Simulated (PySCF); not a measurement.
F3H2NTi, SMILES [NH2][Ti]([F])([F])[F], multiplicity 1. Geometry optimised at PBE-D3(BJ)/def2-SVP. The spin state was assumed, not searched. The structure was generated by enumeration; whether it is a known compound was not checked. Other conformers were not sampled.

**Question.** Give the equilibrium geometry at PBE-D3(BJ)/def2-SVP (PySCF confirms it by a frequency run) as a Z-matrix, and its point group. (Estimate from the structure and the level; the computed values follow.)

**Answer.** This is not unique; one that fits is point group Cs.
```
Ti
F 1 1.7540
F 1 1.7540 2 114.65
F 1 1.7632 2 108.23 3 -120.90
N 1 1.8631 2 107.91 4 -118.85
H 5 1.0263 1 124.65 2 30.10
H 5 1.0263 6 110.56 1 -175.96
```
Charge 0, spin multiplicity 1.
